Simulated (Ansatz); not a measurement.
A geometry relaxed with B3LYP-D3(BJ)/def2-TZVP in Ansatz (an electronic-structure program), charge 0, multiplicity 2:

```xyz
3

H      1.5382    -0.2783     0.0000
H     -1.5314    -0.3134     0.0000
In    -0.0067     0.5916     0.0000
```

Problem. Write the SMILES of this molecule.

Solution. `[InH2]`
